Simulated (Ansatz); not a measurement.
A run on `C[N]=[W]([O]C)([O]C)([O]C)[O]C` with other settings.

```yaml
crystal:
  periodic: [false, false, false]
  atoms:
    - {symbol: C, position_ang: [-0.428147, -2.752241, -1.214278]}
    - {symbol: N, position_ang: [-0.196762, -1.579549, -0.764506]}
    - {symbol: W, position_ang: [0.180877, 0.184618, -0.228642]}
    - {symbol: O, position_ang: [-1.475466, 0.817964, 0.232916]}
    - {symbol: C, position_ang: [-2.402127, 0.401944, 1.185493]}
    - {symbol: O, position_ang: [-0.055899, 1.283321, -1.820092]}
    - {symbol: C, position_ang: [-1.162425, 1.765660, -2.659796]}
    - {symbol: O, position_ang: [0.499735, -0.089625, 1.578205]}
    - {symbol: C, position_ang: [0.916814, 1.178508, 2.573753]}
    - {symbol: O, position_ang: [1.887262, 0.360211, -0.506659]}
    - {symbol: C, position_ang: [3.253465, -0.235581, 0.153233]}
    - {symbol: H, position_ang: [-1.471327, -2.960654, -1.641835]}
    - {symbol: H, position_ang: [0.216244, -3.113364, -2.155549]}
    - {symbol: H, position_ang: [-0.409066, -3.571957, -0.437464]}
    - {symbol: H, position_ang: [-2.065349, -0.014434, 2.122671]}
    - {symbol: H, position_ang: [-3.298778, -0.187135, 0.864709]}
    - {symbol: H, position_ang: [-2.945822, 1.497444, 1.591210]}
    - {symbol: H, position_ang: [-1.433281, 1.148066, -3.382054]}
    - {symbol: H, position_ang: [-0.609708, 2.611303, -2.871141]}
    - {symbol: H, position_ang: [-1.906655, 1.981186, -1.887549]}
    - {symbol: H, position_ang: [0.851774, 0.455505, 3.571978]}
    - {symbol: H, position_ang: [1.536089, 1.425583, 2.290796]}
    - {symbol: H, position_ang: [-0.123380, 1.727502, 2.533231]}
    - {symbol: H, position_ang: [2.917427, -0.585066, 1.176678]}
    - {symbol: H, position_ang: [3.441008, -1.372921, -0.313023]}
    - {symbol: H, position_ang: [4.053503, 0.315724, 0.222624]}
basis:
  gaussian: {orbitals: ANO-RCC-VTZP}
total_charge: 1
magnetization: {spin_polarized: true, initial_magnetization: 1}
hamiltonian: {xc: {name: CAM-B3LYP}, pseudopotentials: {relativity: scalar}}
output: {forces: true}
```

```sh
$ ansatz run in.yaml --threads 11 --pin off --events-out ev --progress --plain --max-ram 166912MiB --backend cuda --devices 0, --max-vram 75GiB
```

Shortened log:

```
Functional definition: CAM-B3LYP
4254 factors; their error is unknown
1088 factors; integrals over basis functions are off by at most 1.1e-5 eV
mean field evaluation 1: about -454437.7579 eV, gradient 9.7e1 eV
mean field evaluation 2: about -454353.8856 eV, gradient 2.1e2 eV
mean field evaluation 4: about -454468.1504 eV, gradient 1.2e1 eV
mean field evaluation 8: about -454468.4410 eV, gradient 4.7e-1 eV
mean field evaluation 16: about -454468.8064 eV, gradient 4.3e-2 eV
mean field evaluation 32: about -454468.8075 eV, gradient 5.8e-6 eV
mean field -454468.80749270 eV, -16701.4206253350 hartree, gradient 3.8e-6 eV, S^2 0.762592; 2 other end points of the search recorded, 0 dependent functions left out
reference -454468.80775509 eV, -16701.4206349776 hartree; 79, 78 occupied and 535, 536 virtual orbitals, 4254 factors
Total energy: -454468.80775509 eV, -16701.4206349776 hartree
Relativity: scalar
Atom 0 at    -0.428147    -2.752241    -1.214278 Å, force    -0.357047    -6.442754    -2.806051 eV/Å
Atom 1 at    -0.196762    -1.579549    -0.764506 Å, force     0.667177     5.351996     1.851929 eV/Å
Atom 2 at     0.180877     0.184618    -0.228642 Å, force    -2.866096    -1.637686    -3.439706 eV/Å
Atom 3 at    -1.475466     0.817964     0.232916 Å, force    -1.941303    -0.636272     0.363489 eV/Å
Atom 4 at    -2.402127     0.401944     1.185493 Å, force    -3.762466     4.413759     2.139239 eV/Å
Atom 5 at    -0.055899     1.283321    -1.820092 Å, force     0.230649    -2.576308     1.712682 eV/Å
Atom 6 at    -1.162425     1.765660    -2.659796 Å, force     1.976363     1.971673     6.205762 eV/Å
Atom 7 at     0.499735    -0.089625     1.578205 Å, force     1.025276     2.265960     1.434819 eV/Å
Atom 8 at     0.916814     1.178508     2.573753 Å, force   -38.845905   -18.490207    16.439630 eV/Å
Atom 9 at     1.887262     0.360211    -0.506659 Å, force     7.815253    -0.844350     0.801276 eV/Å
Atom 10 at     3.253465    -0.235581     0.153233 Å, force    -6.782303    -7.139488    -0.032261 eV/Å
Atom 11 at    -1.471327    -2.960654    -1.641835 Å, force     0.642473     0.815739     0.263736 eV/Å
Atom 12 at     0.216244    -3.113364    -2.155549 Å, force    -1.022140     0.905961     1.678711 eV/Å
Atom 13 at    -0.409066    -3.571957    -0.437464 Å, force     0.233640     0.662218    -0.458816 eV/Å
Atom 14 at    -2.065349    -0.014434     2.122671 Å, force     0.981539    -0.404324    -0.183550 eV/Å
Atom 15 at    -3.298778    -0.187135     0.864709 Å, force     1.229835     0.368348    -0.576741 eV/Å
Atom 16 at    -2.945822     1.497444     1.591210 Å, force     1.308725    -3.103047    -1.084572 eV/Å
Atom 17 at    -1.433281     1.148066    -3.382054 Å, force    -0.982742    -2.749266    -3.133481 eV/Å
Atom 18 at    -0.609708     2.611303    -2.871141 Å, force    -0.349791     2.302795    -1.925285 eV/Å
Atom 19 at    -1.906655     1.981186    -1.887549 Å, force    -0.567450     0.095895    -0.814716 eV/Å
Atom 20 at     0.851774     0.455505     3.571978 Å, force     0.961622     2.765282    -2.461400 eV/Å
Atom 21 at     1.536089     1.425583     2.290796 Å, force    34.106331    14.113702   -14.964883 eV/Å
Atom 22 at    -0.123380     1.727502     2.533231 Å, force     2.849563    -0.358012     0.188700 eV/Å
Atom 23 at     2.917427    -0.585066     1.176678 Å, force     0.143625     1.047723    -1.019360 eV/Å
Atom 24 at     3.441008    -1.372921    -0.313023 Å, force    -0.448698     3.599778     0.398230 eV/Å
Atom 25 at     4.053503     0.315724     0.222624 Å, force     3.753867     3.700884    -0.577380 eV/Å
Dipole moment:     0.173895    -0.635036     0.387346 e Å
```

Run time 31 s (11 threads of an AMD EPYC 7R13 on a shared host and a whole NVIDIA H100 80 GB); peak host memory 3.4 GiB.
